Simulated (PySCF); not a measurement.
How methods differ on the excitation energy of Rh⁺

Rh⁺ [Kr] 4d8 (3F) → Rh⁺ [Kr] 4d7 5s1 (5F), as a difference of total energies. Calculation: PySCF 2.14, in aug-cc-pVDZ-PP with ECP28MDF; a scalar-relativistic core potential. Correlated levels: valence: 4s2 4p6 frozen. The calculations carry no spin-orbit coupling.

| method | excitation energy (eV) |
| --- | --- |
| UHF | 1.370 |
| LDA | 1.968 |
| PBE | 1.955 |
| PBE0 | 2.000 |
| r2SCAN | 1.794 |
| wB97M-V | 2.329 |
| M06-2X | 2.453 |
| r2SCAN0 | 1.869 |
| BP86 | 1.981 |
| MP2 (valence) | 2.067 |
| SCS-MP2 (valence) | 2.316 |

Question: How much does correlation contribute at MP2 (valence)?

Answer: 2.067 − (1.370) = 0.697 eV, measured against UHF.

Errors of the correlated levels include the incompleteness of this basis and the frozen core.

For comparison: 2.126 eV (measured; NIST levels, between the centres of gravity of the two terms).
